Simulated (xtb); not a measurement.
C6H15O3, charge +1, singlet, geometry from GFN2-xTB; xtb 6.7.1 with GFN2-xTB.

xtb was given this input:
```
$ xtb mol.xyz --gfn 2 --chrg 1 --hess --json

# file mol.xyz
24

C      2.00319690    -1.89396112    -0.91123274
O      1.50015848    -0.67816608    -0.38698306
C      2.14069834    -0.24398625     0.79664265
C      1.32776414     0.97202909     1.24030437
O     -0.05234813     0.55484293     1.11694357
C     -1.05045260     1.56388955     0.83483645
C     -2.14387448     0.82230397     0.06615547
O     -1.43833895     0.05312994    -0.88797458
C     -2.24827538    -0.83590855    -1.63607652
H      1.87905965    -2.70943282    -0.19303736
H      3.05920664    -1.79887751    -1.17234350
H      1.42387120    -2.09787489    -1.80777532
H      2.11392576    -1.03492411     1.55897449
H      3.18479661     0.03299634     0.61385683
H      1.52087935     1.24957983     2.27735131
H      1.52288630     1.81997875     0.57821014
H     -0.05278531    -0.03565584     0.25755830
H     -0.61924144     2.35308437     0.21299361
H     -1.40884942     1.97869362     1.77785478
H     -2.72066925     0.16824866     0.73471271
H     -2.83029957     1.52995730    -0.41167145
H     -1.57841629    -1.35070360    -2.31964257
H     -2.74134645    -1.55956467    -0.98078156
H     -3.00313047    -0.29015983    -2.20592601
```

It wrote (shortened):

```
   ID    Z sym.   atoms
    1    6 C      1, 3, 4, 6, 7, 9
    2    8 O      2, 5, 8
    3    1 H      10-24

           -------------------------------------------------
          |                Calculation Setup                |
           -------------------------------------------------

           -------------------------------------------------
          |                 G F N 2 - x T B                 |
           -------------------------------------------------

          ...................................................
          :                      SETUP                      :
          :.................................................:
          :  # basis functions                  51          :
          :  # atomic orbitals                  51          :
          :  # shells                           33          :
          :  # electrons                        56          :
          :  max. iterations                   250          :
          :  Hamiltonian                  GFN2-xTB          :
          :  restarted?                      false          :
          :  GBSA solvation                  false          :
          :  PC potential                    false          :
          :  electronic temp.          300.0000000     K    :
          :  accuracy                    1.0000000          :
          :  -> integral cutoff          0.2500000E+02      :
          :  -> integral neglect         0.1000000E-07      :
          :  -> SCF convergence          0.1000000E-05 Eh   :
          :  -> wf. convergence          0.1000000E-03 e    :
          :  Broyden damping             0.4000000          :
          :  net charge                          1          :
          :  unpaired electrons                  0          :
          ...................................................

 iter      E             dE          RMSdq      gap      omega  full diag
   1    -32.4786313 -0.324786E+02  0.420E+00    9.45       0.0  T
   2    -32.5283388 -0.497075E-01  0.247E+00    8.19       1.0  T
   3    -32.5302836 -0.194482E-02  0.768E-01    7.86       1.0  T
   4    -32.5305823 -0.298696E-03  0.126E-01    7.82       1.0  T
   5    -32.5306159 -0.336004E-04  0.638E-02    7.88       1.0  T
   6    -32.5306195 -0.353811E-05  0.184E-02    7.90       1.1  T
   7    -32.5306205 -0.104598E-05  0.472E-03    7.90       4.3  T
   8    -32.5306205 -0.287446E-07  0.164E-03    7.90      12.5  T
   9    -32.5306205 -0.433189E-08  0.345E-04    7.90      59.2  T
  10    -32.5306205 -0.134818E-09  0.624E-05    7.90     327.1  T

   *** convergence criteria satisfied after 10 iterations ***

         :::::::::::::::::::::::::::::::::::::::::::::::::::::
         ::                     SUMMARY                     ::
         :::::::::::::::::::::::::::::::::::::::::::::::::::::
         :: total energy             -32.226817701955 Eh    ::
         :: gradient norm              0.000042061377 Eh/a0 ::
         :: HOMO-LUMO gap              7.899744434832 eV    ::
         ::.................................................::
         :: SCC energy               -32.530476769205 Eh    ::
         :: -> isotropic ES            0.116680785462 Eh    ::
         :: -> anisotropic ES         -0.005913398419 Eh    ::
         :: -> anisotropic XC          0.006969516389 Eh    ::
         :: -> dispersion             -0.013299848072 Eh    ::
         :: repulsion energy           0.303659067250 Eh    ::
         :: add. restraining           0.000000000000 Eh    ::
         :: total charge               1.000000000000 e     ::
         :::::::::::::::::::::::::::::::::::::::::::::::::::::

           -------------------------------------------------
          |                Numerical Hessian                |
           -------------------------------------------------
step length          :   0.00500
SCC accuracy         :   0.30000
Hessian scale factor :   1.00000
frozen atoms in %    :   0.00000    0
RMS gradient         :   0.00004
estimated CPU  time      0.03 min

writing file <hessian>.

 projected vibrational frequencies (cm⁻¹)
eigval :       -0.00    -0.00    -0.00    -0.00     0.00     0.00
eigval :       43.75    51.02    51.90    99.49   126.67   151.41
eigval :      217.74   223.58   226.57   291.93   315.54   364.05
eigval :      373.37   526.74   547.59   830.67   837.76   897.58
eigval :      960.58   996.82  1018.96  1025.71  1032.04  1065.06
eigval :     1066.48  1092.17  1103.02  1115.68  1119.88  1125.75
eigval :     1131.65  1163.88  1168.41  1182.83  1197.75  1208.68
eigval :     1221.12  1281.08  1296.79  1319.40  1330.99  1400.43
eigval :     1403.97  1426.22  1437.52  1450.83  1455.93  1467.54
eigval :     1467.65  1473.75  1474.84  2224.12  2900.63  2901.25
eigval :     2944.47  2944.97  2956.79  2957.76  2981.37  2981.82
eigval :     2982.40  2984.65  3019.86  3020.85  3051.63  3053.07
           -------------------------------------------------
          |                Property Printout                |
           -------------------------------------------------

    * Orbital Energies and Occupations

         #    Occupation            Energy/Eh            Energy/eV
      -------------------------------------------------------------
         1        2.0000           -0.9451175             -25.7180
       ...           ...                  ...                  ...
        16        2.0000           -0.6907178             -18.7954
        17        2.0000           -0.6886053             -18.7379
        18        2.0000           -0.6824559             -18.5706
        19        2.0000           -0.6625433             -18.0287
        20        2.0000           -0.6473407             -17.6150
        21        2.0000           -0.6446485             -17.5418
        22        2.0000           -0.6308007             -17.1650
        23        2.0000           -0.6228778             -16.9494
        24        2.0000           -0.6216309             -16.9154
[...]
  65:  1.73  66:  1.60  67:  1.60  68:  1.76  69:  1.78  70:  1.77  71:  1.74  72:  1.74
Molecule has the following symmetry elements: (sigma)
It seems to be the Cs point group
 IR intensities (km·mol⁻¹)
   1:  6.70   2:  5.53   3:  7.82   4:  1.06   5:  0.99   6:  1.57   7:  0.37   8:  2.23
   9:  7.72  10: 10.15  11: 12.85  12:  0.76  13:  2.73  14:  9.81  15:  3.17  16: 14.06
  17:  1.64  18:  8.09  19: 30.70  20:  3.11  21: 15.22  22: 62.96  23:  1.27  24: 14.17
  25: 41.53  26: 78.85  27:  6.96  28: 15.43  29:  1.95  30: 59.87  31: 62.28  32:172.90
  33:  2.45  34:182.32  35: 26.12  36:  2.91  37: 11.72  38:146.46  39:  2.14  40:149.54
  41: 31.79  42: 60.59  43: 68.24  44: 14.12  45:  2.18  46:  1.32  47:  0.93  48:  0.77
  49:  1.49  50:  4.44  51: 19.52  52:  8.01  53: 19.24  54:  0.05  55:  5.76  56: 10.19
  57: 10.52  58:746.47  59:  3.02  60: 32.46  61: 12.14  62: 11.84  63:  1.11  64: 48.97
  65: 10.00  66: 29.09  67:  9.17  68:  0.64  69:  0.98  70:  0.30  71:  0.84  72:  7.38
 Raman intensities (Ä⁴*amu⁻¹)
   1:  0.00   2:  0.00   3:  0.00   4:  0.00   5:  0.00   6:  0.00   7:  0.00   8:  0.00
   9:  0.00  10:  0.00  11:  0.00  12:  0.00  13:  0.00  14:  0.00  15:  0.00  16:  0.00
  17:  0.00  18:  0.00  19:  0.00  20:  0.00  21:  0.00  22:  0.00  23:  0.00  24:  0.00
  25:  0.00  26:  0.00  27:  0.00  28:  0.00  29:  0.00  30:  0.00  31:  0.00  32:  0.00
  33:  0.00  34:  0.00  35:  0.00  36:  0.00  37:  0.00  38:  0.00  39:  0.00  40:  0.00
  41:  0.00  42:  0.00  43:  0.00  44:  0.00  45:  0.00  46:  0.00  47:  0.00  48:  0.00
  49:  0.00  50:  0.00  51:  0.00  52:  0.00  53:  0.00  54:  0.00  55:  0.00  56:  0.00
  57:  0.00  58:  0.00  59:  0.00  60:  0.00  61:  0.00  62:  0.00  63:  0.00  64:  0.00
  65:  0.00  66:  0.00  67:  0.00  68:  0.00  69:  0.00  70:  0.00  71:  0.00  72:  0.00
 output can be read by thermo (or use thermo option).
 writing <g98.out> molden fake output.
 recommended (thermochemical) frequency scaling factor: 1.0
           -------------------------------------------------
          |             Thermodynamic Functions             |
           -------------------------------------------------

cs  symmetry found (for desy threshold:  0.10E+00) used in thermo

          ...................................................
          :                      SETUP                      :
          :.................................................:
          :  # frequencies                          66      :
          :  # imaginary freq.                       0      :
          :  linear?                             false      :
          :  only rotor calc.                    false      :
          :  symmetry                               cs      :
          :  rotational number                       1      :
          :  scaling factor                  1.0000000      :
          :  rotor cutoff                   50.0000000 cm⁻¹ :
          :  imag. cutoff                  -20.0000000 cm⁻¹ :
          :.................................................:

    mode    ω/cm⁻¹     T·S(HO)/kcal·mol⁻¹    T·S(FR)/kcal·mol⁻¹   T·S(vib)
   ------------------------------------------------------------------------
       1     43.75    -1.51513 ( 36.95%)    -1.09588 ( 63.05%)    -1.25079
       2     51.02    -1.42443 ( 52.01%)    -1.05037 ( 47.99%)    -1.24493
       3     51.90    -1.41434 ( 53.72%)    -1.04530 ( 46.28%)    -1.24354
       4     99.49    -1.03289 ( 94.00%)    -0.85263 (  6.00%)    -1.02208
       5    126.67    -0.89326 ( 97.63%)    -0.78109 (  2.37%)    -0.89060
       6    151.41    -0.79141 ( 98.82%)    -0.72825 (  1.18%)    -0.79067
       7    217.74    -0.58967 ( 99.72%)    -0.62064 (  0.28%)    -0.58976
       8    223.58    -0.57540 ( 99.75%)    -0.61281 (  0.25%)    -0.57549
       9    226.57    -0.56826 ( 99.76%)    -0.60887 (  0.24%)    -0.56835
      10    291.93    -0.43611 ( 99.91%)    -0.53379 (  0.09%)    -0.43619
   ------------------------------------------------------------------------

   temp. (K)  partition function   enthalpy   heat capacity  entropy
                                   cal/mol     cal/K/mol   cal/K/mol   J/K/mol
 298.15  VIB  0.142E+05             5549.391     32.769     35.508
         ROT  0.667E+06              888.752      2.981     29.632
         INT  0.949E+10             6438.144     35.749     65.140
         TR   0.152E+28             1481.254      4.968     40.598
         TOT                        7919.3976    40.7176   105.7378   442.4069

       T/K    H(0)-H(T)+PV         H(T)/Eh          T*S/Eh         G(T)/Eh
   ------------------------------------------------------------------------
    298.15    0.126204E-01    0.219401E+00    0.502394E-01    0.169162E+00
   ------------------------------------------------------------------------

         :::::::::::::::::::::::::::::::::::::::::::::::::::::
         ::                  THERMODYNAMIC                  ::
         :::::::::::::::::::::::::::::::::::::::::::::::::::::
         :: total free energy         -32.057655685300 Eh   ::
         ::.................................................::
         :: total energy              -32.226817701962 Eh   ::
         :: zero point energy           0.206781087100 Eh   ::
         :: G(RRHO) w/o ZPVE           -0.037619070439 Eh   ::
         :: G(RRHO) contrib.            0.169162016662 Eh   ::
         :::::::::::::::::::::::::::::::::::::::::::::::::::::

           -------------------------------------------------
          | TOTAL ENERGY              -32.226817701962 Eh   |
          | TOTAL ENTHALPY            -32.007416251474 Eh   |
          | TOTAL FREE ENERGY         -32.057655685300 Eh   |
          | GRADIENT NORM               0.000042781313 Eh/α |
          | HOMO-LUMO GAP               7.899758499249 eV   |
           -------------------------------------------------

normal termination of xtb
```
